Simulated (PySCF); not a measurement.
Order these species by their calculated properties.

Species are written as SMILES; each is one conformer at its optimised geometry, gas phase, non-relativistic unless stated. Electronic properties by PySCF.

Dipoles, sizes and rotational constants follow the conformer. The torsions of the flexible species, by atom-mapped SMILES:
- `[CH3:1][Si@@H:2]([O:3][SiH3:4])[c:5]1[cH:6][cH:7][cH:8][s:9]1`: C1–Si2–C5–C6 -116°
- `[CH2:1]=[C:2](/[CH:3]=[CH:4]/[CH3:5])[NH:6][C:7]([CH3:8])=[O:9]`: C1–C2–C3–C4 -168°, C1–C2–N6–C7 6°, C2–N6–C7–C8 -178°
- `[CH3:1][NH:2][Si@H:3]([NH2:4])[F:5]`: C1–N2–Si3–N4 -177°, H–N4–Si3–N2 60°, H–N4–Si3–N2 -163°
- `[CH3:1][CH:2]([CH3:3])[PH:4][CH2:5][P:6]([CH3:7])[CH3:8]`: C1–C2–P4–C5 163°, C2–P4–C5–P6 -149°, P4–C5–P6–C7 -71°
- `[CH3:1][S:2](=[O:3])(=[O:4])[c:5]1[cH:6][nH:7][cH:8][n:9]1`: C1–S2–C5–C6 -163°
- `[CH:1]#[C:2][CH2:3][N:4]([CH3:5])[C:6](=[O:7])[CH2:8][CH3:9]`: C2–C3–N4–C5 -62°, C3–N4–C6–O7 -1°, N4–C6–C8–C9 -177°
- `[CH3:1]/[CH:2]=[CH:3]/[C+:4]([CH3:5])[C@H:6]([CH3:7])[F:8]`: C2–C3–C4–C5 177°, C3–C4–C6–C7 97°

The conformers of `N#C[C@@H]1/C=C\C[C@@H](F)/C=C\C1` aren't listed.

Question: Rank by dipole moment, lowest first (PBE0/pcSseg-1 at GFN2-xTB geometries).
A. `CC(C)PCP(C)C`
B. `C1=CCc2ccccc2C=C1`
C. `CN[Si@H](N)F`
D. `c1c([Si@H](O[SiH3])C)scc1`
E. `C/C=C/C(=C)NC(=O)C`
F. `CS(=O)(=O)C1=CNC=N1`

Answer: B (0.24 D), D (0.89 D), A (1.58 D), C (2.12 D), E (4.26 D), F (6.21 D).

Q: By how much do the two ends of that ranking differ?

A: By 5.97 D, between `CS(=O)(=O)c1c[nH]cn1` and `C1=CCc2ccccc2C=C1`.

Question: Rank by HOMO–LUMO gap, lowest first (PBE0/pcSseg-1 at GFN2-xTB geometries).
A. `C/C=C/[C+](C)[C@H](C)F`
B. `C(PC(C)C)P(C)C`
C. `s1c(ccc1)[Si@@H](C)O[SiH3]`
D. `C#CCN(C)C(=O)CC`
E. `N#C[C@H]1C/C=C\[C@@H](C/C=C\1)F`
F. `CN[Si@H](N)F`
G. `C1=CCc2ccccc2C=C1`
H. `C=C(/C=C/C)NC(C)=O`

Answer: A (5.11 eV), G (5.28 eV), H (5.60 eV), C (6.26 eV), E (7.08 eV), B (7.21 eV), D (7.76 eV), F (8.41 eV).

Q: Give the two extremes of that set in kcal/mol.

A: `C/C=C/[C+](C)[C@H](C)F`: 118 kcal/mol; `CN[Si@H](N)F`: 194 kcal/mol.

Question: Rank by smallest rotational constant, lowest first (GFN2-xTB).
A. `CN[Si@H](N)F`
B. `C/C=C/[C+](C)[C@H](C)F`
C. `C(=C\C)/C(NC(C)=O)=C`
D. `c1cccc2c1CC=CC=C2`

Answer: C (0.673 GHz), D (0.758 GHz), B (1.060 GHz), A (2.105 GHz).

Q: Give the two extremes of that set in cm⁻¹.

A: `C=C(/C=C/C)NC(C)=O`: 0.0224 cm⁻¹; `CN[Si@H](N)F`: 0.0702 cm⁻¹.

Question: Rank by HOMO energy, highest first (PBE0/pcSseg-1 at GFN2-xTB geometries).
A. `C/C=C/[C+](C)[C@H](C)F`
B. `CN[Si@H](N)F`
C. `C1=CCc2ccccc2C=C1`
D. `N#C[C@@H]1/C=C\C[C@@H](F)/C=C\C1`

Answer: C (-6.37 eV), B (-7.02 eV), D (-7.62 eV), A (-13.44 eV).

Q: By how much do the two ends of that ranking differ?

A: By 7.07 eV, between `C1=CCc2ccccc2C=C1` and `C/C=C/[C+](C)[C@H](C)F`.
